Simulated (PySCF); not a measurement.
SMILES c1(O[SiH3])cccc(c1)C#N at its GFN2-xTB optimised geometry (Å):

```
17

N     -3.2373    -2.7819     0.0022
C     -2.6741    -1.7836     0.0007
C     -1.9801    -0.5507     0.0000
C     -2.6932     0.6475    -0.0005
C     -1.9989     1.8432    -0.0004
C     -0.6163     1.8531     0.0001
C      0.1003     0.6551     0.0000
O      1.4405     0.7217    -0.0003
Si     2.6373    -0.3878    -0.0112
C     -0.5869    -0.5507     0.0000
H     -3.7723     0.6301    -0.0012
H     -2.5391     2.7777    -0.0008
H     -0.0675     2.7819     0.0003
H      2.5576    -1.2353     1.1796
H      3.7723     0.5185    -0.0111
H      2.5473    -1.2224    -1.2099
H     -0.0405    -1.4818    -0.0001
```

Calculation: PBE/def2-SVP in PySCF.

Map of the electron localisation function on the plane z = 1.2 Å:

```
|0000000000000000000000000|
|0000000000000000000000000|
|0000000000000000000000000|
|0000000000000000000000000|
|0000000000000000000000000|
|0000001100001100000000000|
|0000002210012100000000000|
|0000001232332000000000000|
|0000001354553000000000000|
|0000002453453003200131000|
|0001124520024115300475000|
|0002225510025213201465100|
|0000012431243001123222000|
|0000000354564000799410000|
|0000000133343005999810000|
|0000124310012007999920000|
|0000234520001003999910000|
|0001343320000000688300000|
|0002565320000000000000000|
|0001455210000000000000000|
|0000132100000000000000000|
|0000000000000000000000000|
|0000000000000000000000000|
|0000000000000000000000000|
|0000000000000000000000000|
```
Scale: ten equal steps from 0.000 (start of '0') to 1.000 (end of '9'), in the order '0123456789'; x runs from -6.00 to 6.00, y from -6.00 (bottom) to 6.00 (top).
